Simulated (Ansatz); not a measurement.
FH5O4Si2 can be A, `O[SiH](F)[Si](O)(O)O`, or B, `O[SiH](O)O[SiH](O)F`.

Program: Ansatz. Geometries: PBE0-D4/def2-TZVP. ΔE: electronic, gas phase. CCSD(T)/CBS adds triple-zeta CCSD(T) − MP2 to the extrapolated MP2 energy (def2 sets, frozen cores). Functionals use def2-TZVPP. B3LYP here is the variant with VWN-RPA as its local correlation; programs differ in this. Each species was taken in one conformer, which may not be the lowest.

Question: Which is lower in electronic energy at CCSD(T)/CBS, and by how much? (Best estimate.)

Answer: Computed: B, by 164.1 kJ/mol.

Question: Give E(B) − E(A) in kJ/mol with MP2/def2-TZVPP, r2SCAN-D4, B2PLYP, B3LYP, PBE0-D4, PBE-D4, CCSD/def2-TZVPP. (Estimate.)

Answer: Computed: MP2/def2-TZVPP -170.8, r2SCAN-D4 -159.2, B2PLYP -165.3, B3LYP -159.0, PBE0-D4 -145.6, PBE-D4 -132.7, CCSD/def2-TZVPP -169.0. None reverses the order clearly.

Largest T1 diagnostic: 0.012.

In def2-TZVPP, CCSD(T) changes the Hartree–Fock value by +23.9 kJ/mol (the triples alone add +3.5 kJ/mol) and MP2 by +18.5 kJ/mol. From PBE to PBE0 (25 % exact exchange), in def2-TZVPP and without D4, E(B) − E(A) moves by −12.9 kJ/mol.
